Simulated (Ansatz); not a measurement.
Born–Oppenheimer molecular dynamics of GaH$_{3}$O (5 atoms, charge 0, multiplicity 1). It starts from a relaxed structure.

These are results of RKS B3LYP-D4/def2-SVP in Ansatz, not measurements.

| Item | Value |
| --- | --- |
| ensemble | NVE (velocity Verlet) |
| time step | 1 fs |
| steps asked | 300 |
| starting velocities drawn for | 200 K |
| seed | 671397 |

First frame:

```xyz
5
Properties=species:S:1:pos:R:3
Ga 0.070 -0.064 0.006
H -0.101 -0.088 1.566
H 1.359 0.189 -0.837
O -1.380 -0.361 -1.009
H -2.199 -0.522 -0.523
```

Problem. How far do the bonds stretch over the last three quarters of this one trajectory? (Pairs bonded in most of those frames.)

Solution. 
| bond | mean (Å) | spread (Å) | shortest | longest |
| --- | --- | --- | --- | --- |
| Ga1–H2 | 1.571 | 0.014 | 1.55 | 1.59 |
| Ga1–H3 | 1.562 | 0.033 | 1.51 | 1.61 |
| Ga1–O4 | 1.796 | 0.037 | 1.74 | 1.85 |
| O4–H5 | 0.966 | 0.009 | 0.95 | 0.98 |

Mean temperature of the second half: 99 K. The conserved energy stayed within 0.27 meV per atom of its start (net change 0.13 meV per atom), so the integration is sound. Over the second half the temperature averaged 0.50 of the 200 K drawn at the start: a run that starts near a minimum puts about half its kinetic energy into the potential. A run of 0.3 ps of so small a system gives no equilibrium averages.

The run took 6.9 min on 1 thread of Arm Neoverse V1 (shared host), peak memory 0.098 GiB.
